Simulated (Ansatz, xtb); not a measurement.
**Two isomers of ClH3O2Si2**

Structure X: `O[Si]O[SiH2]Cl`, a singlet. Structure Y: `O=[SiH]O[SiH2]Cl`, a singlet. Both are isolated molecules in the gas phase, relaxed with B3LYP/6-31G*; the shapes shown needn't be the lowest conformers.

X (Å):

```xyz
8

Cl    0.6550   -0.7380    2.6026
O    -0.3891    2.4707    3.9165
O     0.1931    2.0375    1.3928
Si   -0.3077    3.2537    2.4545
Si    0.6510    0.5325    0.9367
H    -0.1675    1.5255    3.9833
H     2.0319    0.5461    0.4117
H    -0.3151   -0.0353   -0.0261
```

Y (Å):

```tsv
atom	x (Å)	y (Å)	z (Å)
Cl	-0.8659	1.7387	-0.2342
O	-2.1264	-2.4829	-2.3107
O	0.0564	-0.8122	-1.6247
Si	-0.8265	-1.7509	-2.6274
Si	0.0740	-0.0981	-0.1220
H	-0.1033	-1.7697	-3.9109
H	-0.6465	-0.9289	0.8624
H	1.4877	0.1275	0.2337
```

Question: Estimate E(Y) − E(X) at the level CCSD(T)/def2-SVP + ΔMP2/def2-TZVPP.

Answer: Calculated at CCSD(T)/def2-SVP + ΔMP2/def2-TZVPP: E(Y) − E(X) = +10.3 kcal/mol, so structure X lies lower.

The same difference at several levels:

| level | geometry | E(Y) − E(X) (kcal/mol) | departure from the last row (kcal/mol) | job, with rough time for the two |
| --- | --- | --- | --- | --- |
| GFN2-xTB | GFN2-xTB | −29.6 | −39.9 | optimisation, 0.27 s |
| HF/STO-3G | GFN2-xTB | +48.5 | +38.2 | single point, 0.38 s |
| r2SCAN-D4/def2-SVP | GFN2-xTB | +11.5 | +1.3 | single point, 2.9 s |
| B3LYP/6-31G* | B3LYP/6-31G* | +10.2 | 0.0 | optimisation, 64 s |
| HF/def2-SVP | B3LYP/6-31G* | +17.3 | +7.1 | part of the CCSD(T) run |
| MP2/def2-SVP | B3LYP/6-31G* | +9.1 | −1.2 | part of the CCSD(T) run |
| CCSD(T)/def2-SVP | B3LYP/6-31G* | +13.1 | +2.8 | single point |
| CCSD(T)/def2-SVP + ΔMP2/def2-TZVPP | B3LYP/6-31G* | +10.3 |  | single point, 22 s |

As drawn, Y has 1 O=Si, 1 Si–H in place of 1 O–Si, 1 O–H.

GFN2-xTB puts the two in the other order. The largest departure from CCSD(T)/def2-SVP + ΔMP2/def2-TZVPP is that of GFN2-xTB, 39.9 kcal/mol. The last row adds to CCSD(T) the change of the MP2 difference between the two basis sets, here −2.8 kcal/mol.

With harmonic frequencies from B3LYP/6-31G* (ideal gas, rigid rotor, one conformer each, 298.15 K, 1 atm): on the last row, ΔE + ΔZPE = +9.1 kcal/mol. A mode under 50 cm⁻¹ makes harmonic enthalpies and free energies unreliable, so none is given.

The correlated steps freeze 17 core orbitals. Run with Ansatz 0.2.0, xtb 6.7.1; the last row on 1 thread of Intel(R) Xeon(R) 6975P-C (Granite Rapids) on a shared host.
